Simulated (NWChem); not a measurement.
C5H11O, doublet; SMILES CC(C)C[CH]O

```xyz
17

C     -1.4541     1.0651    -0.0243
C      0.0121     0.7882     0.2843
C      0.8463     2.0618     0.2217
C      0.5983    -0.2954    -0.6495
C     -0.0306    -1.6389    -0.5566
O      0.0370    -2.3270     0.6149
H     -1.8723     1.8138     0.6664
H     -1.5723     1.4557    -1.0495
H     -2.0648     0.1534     0.0596
H      0.0690     0.3914     1.3156
H      0.4652     2.8272     0.9158
H      0.8262     2.4948    -0.7926
H      1.9003     1.8704     0.4791
H      1.6833    -0.3813    -0.4321
H      0.5324     0.0552    -1.6942
H     -0.9152    -1.9080    -1.1397
H      0.8204    -2.0412     1.0993
```
Atoms are numbered in this order, from 1.

Results from NWChem. Pople sets run with spherical d functions. Spin-unrestricted. All runs use the structure optimised with PBE0/def2-SVP, spin-unrestricted. Not confirmed as a minimum by frequencies. No stability test was run on the SCF state. Vertical excitations in the gas phase. Excited states of an open shell can be spin-contaminated.

Question: Estimate the computed values for PBE/6-31+G*, TDA. Quantities: lowest excitation (eV); oscillator strength of that lowest state; lowest empty minus highest occupied level, either spin (eV).

Answer: 
| Property | Result |
|---|---|
| lowest excitation (eV) | 2.82 |
| oscillator strength of that lowest state | 0.002 |
| lowest empty minus highest occupied level, either spin (eV) | 1.75 |
